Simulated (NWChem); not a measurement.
# C$_{3}$HCl$_{3}$; SMILES ClC=C=C(Cl)Cl

```xyz
7

Cl     0.3421    -2.9970     0.0000
C     -0.8060    -1.6797     0.0000
C     -0.4619    -0.4096     0.0000
C     -0.1231     0.8634     0.0000
Cl     0.1156     1.7717     1.4669
Cl     0.1156     1.7717    -1.4669
H     -1.8544    -2.0238     0.0000
```
Atoms are numbered in this order, from 1.

Results from NWChem. Pople sets run with spherical d functions. All runs use the structure optimised with PBE-D3(BJ)/def2-SVP. B3LYP is NWChem's, with the RPA form of VWN correlation. Level: B3LYP/6-31G* with COSMO at NWChem's default radii, gas-phase geometry; rows give the dielectric constant.

```json
[
 {"dielectric constant": "2.4", "electrostatic solvation energy (kcal/mol)": "-1.2", "dipole in solution (D)": "1.48"},
 {"dielectric constant": "3.9", "electrostatic solvation energy (kcal/mol)": "-1.6", "dipole in solution (D)": "1.57"},
 {"dielectric constant": "7.6", "electrostatic solvation energy (kcal/mol)": "-1.9", "dipole in solution (D)": "1.64"},
 {"dielectric constant": "46.7", "electrostatic solvation energy (kcal/mol)": "-2.1", "dipole in solution (D)": "1.70"},
 {"dielectric constant": "78.4", "electrostatic solvation energy (kcal/mol)": "-2.1", "dipole in solution (D)": "1.71"}
]
```
